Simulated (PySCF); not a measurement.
# Telling isomers of C₃H₅BO₂ apart by NMR

Averaged over atoms made equivalent by symmetry, fast rotation or ring inversion, no relativistic terms, gas phase, a single conformation. PBE0/pcSseg-1 with gauge-including orbitals; couplings computed with B3LYP/pcJ-1 (spin–dipole term left out of most H,H and C,H couplings); PBE0-D3(BJ)/def2-SVP geometry; PySCF 2.14.

References, each an isolated molecule treated in the same way: TMS for ¹H (σ = 31.27 ppm), ¹³C (σ = 184.41 ppm). Multiplet labels drop J under 1 Hz and among equivalent protons, and merge close values. Unscaled 3J(H,H) run several per cent high. Couplings to H on boron are left out. Carbons bonded to boron are broad in practice. Shifts are as computed. Against solution values, carbons near 30 ppm lie about +2 ppm off and those near 130 ppm about +5 ppm. Of 1211 compounds with measured shifts, 218 miss one by over three times the rms of a fit or turn the order of signals round; such compounds aren't used in these exercises. OH and NH positions are gas-phase values without hydrogen bonding to other molecules.

(1) Tabulate the signals of `CC#CB(O)O`, `[BH2-]1OC=CC=[O+]1` and their relative energies.

(2) What is the quickest way to tell CC#CB(O)O from [BH2-]1OC=CC=[O+]1?

## Answers

(1) 
| SMILES | carbon types | δC | δH | E rel. (kcal/mol) |
| --- | --- | --- | --- | --- |
| CC#CB(O)O | 2×C 1×CH3 | 103.5, 83.8, 5.3 | 3.83 (br s, 2H), 1.91 (s, 3H) | 0.0 |
| [BH2-]1OC=CC=[O+]1 | 3×CH | 186.2, 101.7 | 7.46 (d, 2H), 4.95 (t, 1H), 4.27 (br, 2H) | 31.9 |

Energies are electronic energies at PBE0/pcSseg-1 on these geometries, without zero-point or thermal terms, each for the one conformer computed, which needn't be the lowest.

(2) Count the carbon signals: 3 against 2. The first has an alkyne carbon (C) at 103.5 ppm, the second an alkene carbon bearing oxygen (CH) at 186.2 ppm. In the proton spectra the most deshielded non-exchanging signals are 1.91 (s, 3H) and 7.46 (d, J = 4.0 Hz, 2H).
